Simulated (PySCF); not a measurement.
Isomers of C5H13FSSi2, mass 180.026 u with the commonest isotopes. Method used: PBE0/pcSseg-1 in PySCF (dipole) on a GFN2-xTB geometry, gas phase. One conformer each, none proved a minimum here; rigid rotors.

Task: Order these by radius of gyration √(Σ m r²/M), smallest first.
A. `[CH3:1]/[CH:2]=[CH:3]\[C@H:4]([F:5])[SiH2:6][S:7][CH2:8][SiH3:9]` with C2–C3–C4–F5 -150°, C3–C4–Si6–S7 -62°, C4–Si6–S7–C8 82°, Si6–S7–C8–Si9 -173°
B. `[CH2:1]=[CH:2][SiH2:3][C@:4]([F:5])([CH2:6][SiH3:7])[S:8][CH3:9]` with C1–C2–Si3–C4 127°, C2–Si3–C4–F5 76°, Si3–C4–C6–Si7 -179°, Si3–C4–S8–C9 -64°
C. `[CH3:1][C@@H:2]1[SiH2:3][S:4][CH2:5][C@:6]1([F:7])[CH2:8][SiH3:9]` with C5–C6–C8–Si9 58°, C1–C2–Si3–S4 -151°, C2–Si3–S4–C5 -4°, Si3–S4–C5–C6 32°, S4–C5–C6–F7 -171°

Result: C (2.257 Å), B (2.433 Å), A (2.554 Å).

Task: Order these by rotational constant B, smallest first.
A. `[CH2:1]=[CH:2][SiH2:3][C@:4]([F:5])([CH2:6][SiH3:7])[S:8][CH3:9]` with C1–C2–Si3–C4 127°, C2–Si3–C4–F5 76°, Si3–C4–C6–Si7 -179°, Si3–C4–S8–C9 -64°
B. `[CH3:1]/[CH:2]=[CH:3]\[C@H:4]([F:5])[SiH2:6][S:7][CH2:8][SiH3:9]` with C2–C3–C4–F5 -150°, C3–C4–Si6–S7 -62°, C4–Si6–S7–C8 82°, Si6–S7–C8–Si9 -173°
C. `[CH3:1][C@@H:2]1[SiH2:3][S:4][CH2:5][C@:6]1([F:7])[CH2:8][SiH3:9]` with C5–C6–C8–Si9 58°, C1–C2–Si3–S4 -151°, C2–Si3–S4–C5 -4°, Si3–S4–C5–C6 32°, S4–C5–C6–F7 -171°

Result: B (574.4 MHz), A (712.8 MHz), C (798.4 MHz).

Task: Order these by rotational constant A, smallest first.
A. `[CH3:1]/[CH:2]=[CH:3]\[C@H:4]([F:5])[SiH2:6][S:7][CH2:8][SiH3:9]` with C2–C3–C4–F5 -150°, C3–C4–Si6–S7 -62°, C4–Si6–S7–C8 82°, Si6–S7–C8–Si9 -173°
B. `[CH2:1]=[CH:2][SiH2:3][C@:4]([F:5])([CH2:6][SiH3:7])[S:8][CH3:9]` with C1–C2–Si3–C4 127°, C2–Si3–C4–F5 76°, Si3–C4–C6–Si7 -179°, Si3–C4–S8–C9 -64°
C. `[CH3:1][C@@H:2]1[SiH2:3][S:4][CH2:5][C@:6]1([F:7])[CH2:8][SiH3:9]` with C5–C6–C8–Si9 58°, C1–C2–Si3–S4 -151°, C2–Si3–S4–C5 -4°, Si3–S4–C5–C6 32°, S4–C5–C6–F7 -171°

Result: B (1162 MHz), C (1299 MHz), A (1392 MHz).

```
                         SMILES  point group  Ia (u·Å²)  Ib (u·Å²)  Ic (u·Å²)      κ  μa (D)  μb (D)  μc (D)
    C=C[SiH2][C@](F)(C[SiH3])SC           C1     434.97     709.05     987.36  -0.38    1.83    0.43    0.43
C[C@@H]1[SiH2]SC[C@]1(F)C[SiH3]           C1     389.19     632.96     811.29  -0.48    0.84    1.47    0.83
   C/C=C\[C@H](F)[SiH2]SC[SiH3]           C1     363.02     879.91    1105.86  -0.75    1.30    1.32    0.70
```
